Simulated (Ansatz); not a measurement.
BeHI (SMILES [BeH][I]), charge 0, multiplicity 1, relaxed at each level with Ansatz (a quantum-chemistry and plane-wave program); harmonic frequencies from differences of analytic forces, average atomic masses, frozen cores. Elements past Kr take the def2 small-core potentials, without spin–orbit coupling.

```tsv
level	Be1–H2 (Å)	Be1–I3 (Å)	H2–Be1–I3 (°)	dipole (D)
HF/def2-TZVPP	1.3253	2.1917	180.0	0.53
PBE/def2-TZVPP	1.3375	2.1744	180.0	0.14
r2SCAN/def2-TZVPP	1.3294	2.1709	180.0	0.02
B3LYP/def2-TZVPP	1.3229	2.1727	180.0	0.05
PBE0/def2-TZVPP	1.3314	2.1675	180.0	0.03
wB97X-V/def2-TZVPP	1.3301	2.1685	180.0	0.20
MP2/def2-TZVPP	1.3246	2.1882	180.0	0.21
CCSD(T)/def2-SVP	1.3240	2.2046	180.0	0.27
CCSD(T)/def2-TZVPP	1.3290	2.1932	180.0	0.18
```
